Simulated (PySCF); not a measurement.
Compound: C6H11N3OSi.
Bonds: C1–C2, C2–N3 (aromatic), N3–N4 (aromatic), N4–Si5, Si5–C6, Si5–C7, N4–N8 (aromatic), N8–C9 (aromatic), C9–C10, C10–O11 (double), C2–C9 (aromatic). Hydrogens: H12, H13, H14 on C1; H15 on Si5; H16, H17, H18 on C6; H19, H20, H21 on C7; H22 on C10.

NICS = −σ at a ghost point: NICS(0) at the centroid of the ring atoms, NICS(1) 1 Å to either side along the normal of their mean plane, zz for the tensor component along that normal. Level: GIAO PBE0/pcSseg-1 (PySCF, non-relativistic, gas phase) on the GFN2-xTB geometry, one conformer.

Ring bond lengths (Å), with Mayer bond orders in brackets: C2–N3 1.319 (1.52), N3–N4 1.328 (1.18), N4–N8 1.306 (1.26), N8–C9 1.334 (1.40), C9–C2 1.424 (1.22).

What do the NICS probes read (ppm)?

```json
{"ring": "C2–N3–N4–N8–C9", "type": "5-membered ring with 3 N; formal bonds all aromatic", "NICS(0)": "-11.6", "NICS(1), two faces": "-13.0 / -13.0", "NICS(1)zz, two faces": "-30.6 / -30.6", "rms pucker (Å)": "0.00", "centre to ring atoms, mean (Å)": "1.14"}
```

What do they say, and how far can they be read as aromaticity?

- C2–N3–N4–N8–C9: mean NICS(1)zz -30.6 ppm, shielded. The ring is flat and has no four-coordinate atom; by the NICS criterion it is aromatic.

What does the geometric index give? HOMA = 1 − mean of α(R − Ropt)² over the ring bonds, with Krygowski's 1993 parameters (CC: Ropt 1.388 Å, α 257.7 Å⁻²; CN: Ropt 1.334 Å, α 93.52 Å⁻²; NN: Ropt 1.309 Å, α 130.33 Å⁻²).

- C2–N3–N4–N8–C9: HOMA 0.92; the largest term is that of C9–C2, α(R − Ropt)² = 0.33. The geometric and the magnetic index point the same way.

Give the inner angles of the rings and the Hirshfeld charges of the ring atoms.

- C2–N3–N4–N8–C9: C2 107.1° (+0.048 e), N3 106.0° (-0.130 e), N4 113.9° (+0.005 e), N8 105.7° (-0.115 e), C9 107.3° (-0.008 e); sum 540.0° against 540° for a flat convex ring.

What are the shieldings of the ring atoms and their hydrogens in the same run (means over atoms taken as equivalent)?

```csv
atoms,environment,σ isotropic (ppm)
C2,substituted aromatic carbon,30.4
N3,pyridine-type nitrogen,-99.9
N4,pyrrole-type nitrogen,-18.8
N8,pyridine-type nitrogen,-134.1
C9,substituted aromatic carbon,35.8
```

Shape of the structure used: `[CH3:1][c:2]1[n:3][n:4]([SiH:5]([CH3:6])[CH3:7])[n:8][c:9]1[CH:10]=[O:11]`: N3–N4–Si5–C6 60°, N8–C9–C10–O11 180°.
